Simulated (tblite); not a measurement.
C₅H₇O₄ (charge -1).
SMILES with atom numbers: `[CH3:1][C@H:2]([CH2:3][C:4](=[O:5])[O-:6])[O:7][CH:8]=[O:9]` (hydrogens: H10, H11, H12 on C1; H13 on C2; H14, H15 on C3; H16 on C8)

The geometry is computed with GFN2-xTB (gas phase).

List the bond lengths, angles and torsions at this level.

```
                  bond  length (Å)   order
                 C1–C2       1.525  single
                 C2–C3       1.526  single
                 C3–C4       1.551  single
                 C4=O5       1.276  double
                 C4–O6       1.224  single
                 C2–O7       1.417  single
                 O7–C8       1.401  single
                 C8=O9       1.224  double
C1–H10, C1–H11, C1–H12       1.088  single
                C2–H13       1.102  single
                C3–H14       1.091  single
                C3–H15       1.095  single
                C8–H16       1.112  single
```

Bonds in one row agree within 0.01 Å and their mean is given. Orders are formal, as drawn. A selection of angles:
```
   angle  degrees
C1–C2–C3    112.3
C1–C2–O7    109.1
C3–C2–O7    108.3
C2–C3–C4    113.2
C3–C4–O5    118.8
C3–C4–O6    117.2
O5–C4–O6    123.9
C2–O7–C8    110.0
O7–C8–O9    120.9
```

Dihedral angles: C1–C2–C3–C4 -166° (antiperiplanar); C2–C3–C4–O5 20° (synperiplanar); C1–C2–O7–C8 -160° (antiperiplanar); C2–O7–C8–O9 51° (synclinal).

Of the pairs four or more bonds apart, O5···C8 is among the closest relative to their van der Waals radii: 1.74 Å, 54 % of the sum of Bondi's values. The 5 C–O bonds span 1.224 Å (C8=O9, drawn double in a drawing that doesn't fit all lengths) to 1.417 Å (C2–O7, drawn single in a drawing that doesn't fit all lengths), a spread of 0.193 Å. C4 (carboxylate carbon) is planar (angles 123.9°, 118.8° and 117.2°, sum 359.9°, 0.02 Å off the plane of its three neighbours). The C–C distances run from 1.525 Å (C1–C2, drawn single in a drawing that doesn't fit all lengths) to 1.551 Å (C3–C4, drawn single in a drawing that doesn't fit all lengths), a spread of 0.026 Å. C8 (ester carbonyl carbon) is pyramidal (angles 121.5°, 120.9° and 105.3°, sum 347.6°, 0.25 Å off the plane of its three neighbours). O7 (ester single-bonded oxygen) is bent (angle 110.0°).

Point group: C1 (no symmetry element, even within 0.4 Å). Its GFN2-xTB frequencies are all real (lowest 69 cm⁻¹).

Hardware: Arm Neoverse V1, one thread, no GPU, shared host. Cost: 0.72 s. This is the geometry optimisation.

One conformer stands for the species.
